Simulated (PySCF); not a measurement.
Basis and Hamiltonian dependence of the excitation energy of Al⁺

Al⁺ [Ne] 3s2 (1S) → Al⁺ [Ne] 3s1 3p1, s spin flipped. Calculated with PySCF 2.14 from differences of total energies of unrestricted determinants, without spin-orbit coupling. Values in eV.

| basis | Hamiltonian | functions | UHF | r2SCAN | PBE0 | MP2 (valence) |
| --- | --- | --- | --- | --- | --- | --- |
| x2c-TZVPPall | spin-free X2C | 42 | 5.613 | 5.243 | 5.520 | 5.702 |
| x2c-TZVPPall with one added diffuse shell each of s, p, d type | spin-free X2C | 51 | 5.610 | 5.239 | 5.516 | 5.699 |
| x2c-QZVPPall | spin-free X2C | 70 | 5.585 | 5.224 | 5.499 | 5.680 |
| aug-cc-pCVTZ-DK | spin-free X2C | 75 | 5.611 | 5.248 | 5.517 | 5.705 |
| aug-cc-pV(Q+d)Z | non-relativistic | 89 | 5.554 | 5.187 | 5.469 | 5.645 |

Frozen in the all-electron rows: valence: [Ne].

In the upper determinant the s electron has its spin opposite to the other open shell, which mixes two multiplicities.
